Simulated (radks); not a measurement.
Ionisation ladder of gold, from Au to Au21+. Each ion is in the ground configuration listed by NIST, and IE = E(next ion) - E(this ion). Method: scalar-relativistic Kohn-Sham, PBE, spin-polarised, spherical densities, finite nucleus; open shells are filled with parallel spins first (spin-orbit coupling, left out, can overturn this in heavy ions); Fermi nuclear charge, rms radius 5.4371 fm; computed with a radial shooting solver on a logarithmic mesh with Libxc functionals.

Au: configuration [Xe] 4f14 5d10 6s1; E (hartree) -19007.6256; IE, Delta-SCF (eV) 9.580; <r> HOMO (bohr) 2.86; IE, NIST (eV) 9.226; kind exp.; error (eV) +0.354
Au+: configuration [Xe] 4f14 5d10; E (hartree) -19007.2736; IE, Delta-SCF (eV) 21.041; <r> HOMO (bohr) 1.58; IE, NIST (eV) 20.20; kind exp.; error (eV) +0.838
Au2+: configuration [Xe] 4f14 5d9; E (hartree) -19006.5004; IE, Delta-SCF (eV) 33.315; <r> HOMO (bohr) 1.50; IE, NIST (eV) 30; kind theory; error (eV) +3.315
Au3+: configuration [Xe] 4f14 5d8; E (hartree) -19005.2761; IE, Delta-SCF (eV) 46.657; <r> HOMO (bohr) 1.44; IE, NIST (eV) 45; kind theory; error (eV) +1.657
Au4+: configuration [Xe] 4f14 5d7; E (hartree) -19003.5615; IE, Delta-SCF (eV) 60.866; <r> HOMO (bohr) 1.39; IE, NIST (eV) 60; kind theory; error (eV) +0.866
Au5+: configuration [Xe] 4f14 5d6; E (hartree) -19001.3247; IE, Delta-SCF (eV) 75.792; <r> HOMO (bohr) 1.34; IE, NIST (eV) 74; kind theory; error (eV) +1.792
Au6+: configuration [Xe] 4f14 5d5; E (hartree) -18998.5394; IE, Delta-SCF (eV) 96.450; <r> HOMO (bohr) 1.30; IE, NIST (eV) 94; kind theory; error (eV) +2.450
Au7+: configuration [Xe] 4f14 5d4; E (hartree) -18994.9949; IE, Delta-SCF (eV) 113.34; <r> HOMO (bohr) 1.26; IE, NIST (eV) 112; kind theory; error (eV) +1.3
Au8+: configuration [Xe] 4f14 5d3; E (hartree) -18990.8298; IE, Delta-SCF (eV) 130.77; <r> HOMO (bohr) 1.23; IE, NIST (eV) 130; kind theory; error (eV) +0.7
Au9+: configuration [Xe] 4f14 5d2; E (hartree) -18986.0241; IE, Delta-SCF (eV) 148.68; <r> HOMO (bohr) 1.21; IE, NIST (eV) 149; kind theory; error (eV) -0.3
Au10+: configuration [Xe] 4f14 5d1; E (hartree) -18980.5601; IE, Delta-SCF (eV) 167.00; <r> HOMO (bohr) 1.18; IE, NIST (eV) 168; kind semi-emp.; error (eV) -1.2
Au11+: configuration [Xe] 4f14; E (hartree) -18974.4229; IE, Delta-SCF (eV) 252.63; <r> HOMO (bohr) 0.985; IE, NIST (eV) 248; kind semi-emp.; error (eV) +4.6
Au12+: configuration [Kr] 4d10 4f14 5s2 5p5; E (hartree) -18965.1391; IE, Delta-SCF (eV) 274.56; <r> HOMO (bohr) 0.973; IE, NIST (eV) 275; kind theory; error (eV) -0.4
Au13+: configuration [Kr] 4d10 4f14 5s2 5p4; E (hartree) -18955.0494; IE, Delta-SCF (eV) 296.64; <r> HOMO (bohr) 0.961; IE, NIST (eV) 299; kind theory; error (eV) -2.4
Au14+: configuration [Kr] 4d10 4f14 5s2 5p3; E (hartree) -18944.1482; IE, Delta-SCF (eV) 324.49; <r> HOMO (bohr) 0.949; IE, NIST (eV) 324; kind theory; error (eV) +0.5
Au15+: configuration [Kr] 4d10 4f14 5s2 5p2; E (hartree) -18932.2233; IE, Delta-SCF (eV) 347.64; <r> HOMO (bohr) 0.938; IE, NIST (eV) 365; kind theory; error (eV) -17.4
Au16+: configuration [Kr] 4d10 4f14 5s2 5p1; E (hartree) -18919.4476; IE, Delta-SCF (eV) 370.89; <r> HOMO (bohr) 0.927; IE, NIST (eV) 392; kind theory; error (eV) -21.1
Au17+: configuration [Kr] 4d10 4f14 5s2; E (hartree) -18905.8176; IE, Delta-SCF (eV) 462.23; <r> HOMO (bohr) 0.475; IE, NIST (eV) 433; kind theory; error (eV) +29.2
Au18+: configuration [Kr] 4d10 4f13 5s2; E (hartree) -18888.8308; IE, Delta-SCF (eV) 504.36; <r> HOMO (bohr) 0.830; IE, NIST (eV) 487; kind theory; error (eV) +17.4
Au19+: configuration [Kr] 4d10 4f12 5s2; E (hartree) -18870.2959; IE, Delta-SCF (eV) 517.49; <r> HOMO (bohr) 0.818; IE, NIST (eV) 520; kind theory; error (eV) -2.5
Au20+: configuration [Kr] 4d10 4f12 5s1; E (hartree) -18851.2785; IE, Delta-SCF (eV) 547.72; <r> HOMO (bohr) 0.810; IE, NIST (eV) 550; kind theory; error (eV) -2.3
Au21+: configuration [Kr] 4d10 4f12; E (hartree) -18831.1503; IE, Delta-SCF (eV) 613.68; <r> HOMO (bohr) 0.453; IE, NIST (eV) 600; kind theory; error (eV) +13.7

Reference values: NIST Atomic Spectra Database (exp. = measured, semi-emp. = semi-empirical, theory = theoretical value adopted there). Errors are taken from the NIST values before rounding. The ionisation energy per charge of the ion left behind rises most, in proportion, at Au11+ ([Xe] 4f14), from 15.182 to 21.052 eV. Against the entries that are not theoretical the mean signed error is +2.3 % and the largest +4.1 %. Open shells are spherical and high-spin; term and fine-structure splittings are not resolved. Spin-orbit splitting is averaged out at the scalar-relativistic level.
